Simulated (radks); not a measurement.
The numbers below are computed, except where a source is named.
Ionisation of Ba2+, [Xe], to Ba3+, [Kr] 4d10 5s2 5p5, under several functionals. Scalar-relativistic Kohn-Sham, spin-polarised, spherical densities, point nucleus; open shells are filled with parallel spins first (spin-orbit coupling, left out, can overturn this in heavy ions); a radial shooting solver on a logarithmic mesh with Libxc functionals. The NIST Atomic Spectra Database gives 35.844 eV (measured). Rank these functionals by the error of their Delta-SCF ionisation energy: PBE; XLYP; revPBE; exchange-only PBE; HCTH/407; OLYP; BLYP; exchange-only B88; AM05; SOGGA.

Answer. From best to worst: BLYP 36.054 eV (+0.210); XLYP 36.073 eV (+0.229); SOGGA 36.191 eV (+0.347); revPBE 36.209 eV (+0.365); PBE 36.248 eV (+0.404); OLYP 36.255 eV (+0.411); AM05 36.269 eV (+0.425); HCTH/407 36.544 eV (+0.700); exchange-only B88 35.044 eV (-0.800); exchange-only PBE 35.011 eV (-0.833). Open shells are spherical and high-spin; term and fine-structure splittings are not resolved. Spin-orbit splitting is averaged out at the scalar-relativistic level.
